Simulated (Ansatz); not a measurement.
`CN(C)c1ccc(-c2ccc(-c3ccc(C#N)[se]3)[se]2)[se]1`, 32 atoms. Hardware: 2 threads of AMD EPYC 7R13 on a shared host and a share (18 GiB) of an NVIDIA H100 80GB HBM3.

The 6-31G sets use Cartesian d functions. Correlated methods freeze 44 core orbitals; core or outer-core shells of Se are correlated, in sets that lack core-valence functions. Single mean-field runs in def2-TZVP are fitted with def2-universal-jkfit.

Problem. How many basis functions does each of these Ansatz runs have, and roughly what does it cost? r2SCAN-D4/def2-SVP, charge -1 doublet, relaxation, 23 steps; PBE-QIDH/def2-TZVP, charge -1 doublet at the geometry of the charge 0 singlet, energy, from earlier orbitals; PBE-D4/def2-TZVP, charge -1 doublet, energy, from earlier orbitals; B2PLYP/def2-TZVP, charge 0 singlet, energy, from earlier orbitals; PBE0-D4/def2-SVP, charge 0 singlet, energy, from earlier orbitals; PBE-QIDH/def2-TZVP, charge 1 doublet at the geometry of the charge 0 singlet, energy, from earlier orbitals; PBE-QIDH/def2-TZVP, charge 0 singlet, energy, from earlier orbitals; BHLYP-D4/def2-TZVP, charge 0 singlet, energy, from earlier orbitals; MP2/def2-SVP, charge 0 singlet, energy, from earlier orbitals; r2SCAN-D4/def2-SVP, charge 0 singlet, relaxation, 8 steps; r2SCAN-D4/def2-TZVP, charge 0 singlet, energy and forces, from earlier orbitals; B3LYP-D4/6-31G, charge 0 singlet, energy.

Solution. Other jobs shared the machine, so times can vary by a factor of up to 3. A dash marks memory too small to be measured apart from the calling script's.

```csv
run,functions,fitting or Cholesky vectors,wall time,peak host memory (GiB)
"PBE0-D4/def2-SVP, charge 0 singlet, energy, from earlier orbitals",394,4021,13 s,–
"B3LYP-D4/6-31G, charge 0 singlet, energy",264,3303,13 s,–
"PBE-D4/def2-TZVP, charge -1 doublet, energy, from earlier orbitals",743,2293,15 s,–
"MP2/def2-SVP, charge 0 singlet, energy, from earlier orbitals",394,4021,16 s,–
"B2PLYP/def2-TZVP, charge 0 singlet, energy, from earlier orbitals",743,2293,17 s,3.7
"BHLYP-D4/def2-TZVP, charge 0 singlet, energy, from earlier orbitals",743,2293,19 s,–
"PBE-QIDH/def2-TZVP, charge 0 singlet, energy, from earlier orbitals",743,2293,20 s,3.7
"r2SCAN-D4/def2-TZVP, charge 0 singlet, energy and forces, from earlier orbitals",743,2293,21 s,–
"PBE-QIDH/def2-TZVP, charge -1 doublet at the geometry of the charge 0 singlet, energy, from earlier orbitals",743,2293,22 s,3.8
"PBE-QIDH/def2-TZVP, charge 1 doublet at the geometry of the charge 0 singlet, energy, from earlier orbitals",743,2293,31 s,3.8
"r2SCAN-D4/def2-SVP, charge 0 singlet, relaxation, 8 steps",394,4448,50 s,–
"r2SCAN-D4/def2-SVP, charge -1 doublet, relaxation, 23 steps",394,4448,2.6 min,–
```
